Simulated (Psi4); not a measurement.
Conformational energy of SMILES Fc1ccccc1-c1ccccc1F. Scanned: dihedral C2–C7–C8–C9; all other coordinates were relaxed at GFN2-xTB. Points at φ and −φ are mirror images.

Geometry of the scan point at -15° (Å):
```
22

F      0.6499     1.8390    -1.6260
C      1.3599     1.0092    -0.8255
C      2.7327     1.1636    -0.8722
C      3.5443     0.3311    -0.1258
C      2.9599    -0.6504     0.6547
C      1.5863    -0.7939     0.6873
C      0.7311     0.0063    -0.0802
C     -0.7324    -0.1032     0.0664
C     -1.5920     0.9484    -0.2668
C     -2.9662     0.8318    -0.1790
C     -3.5476    -0.3619     0.2094
C     -2.7333    -1.4402     0.4990
C     -1.3610    -1.3068     0.4073
F     -0.6433    -2.4309     0.6389
H      3.1424     1.9459    -1.4921
H      4.6160     0.4524    -0.1520
H      3.5747    -1.3024     1.2562
H      1.1722    -1.5426     1.3404
H     -1.1843     1.9048    -0.5449
H     -3.5853     1.6801    -0.4280
H     -4.6200    -0.4592     0.2751
H     -3.1421    -2.3990     0.7781
```

Calculation: PBE-D3(BJ)/def2-SVP // GFN2-xTB in Psi4.

Scanned values (°): -165, -150, -135, -120, -105, -90, -75, -60, -45, -30, -15, 0, 15, 30, 45, 60, 75, 90, 105, 120, 135, 150, 165, 180.

**Question.** At which scan points does the profile have its minima and maxima, and how high do they lie?

**Answer.** Lower than their neighbours: -135° (0.2 mEh), -45° (0.0 mEh), 45° (0.0 mEh), 135° (0.2 mEh). Higher than their neighbours: -90° (3.3 mEh), 0° (5.6 mEh), 90° (3.3 mEh), 180° (15.1 mEh). The whole profile spans 15.1 mEh.
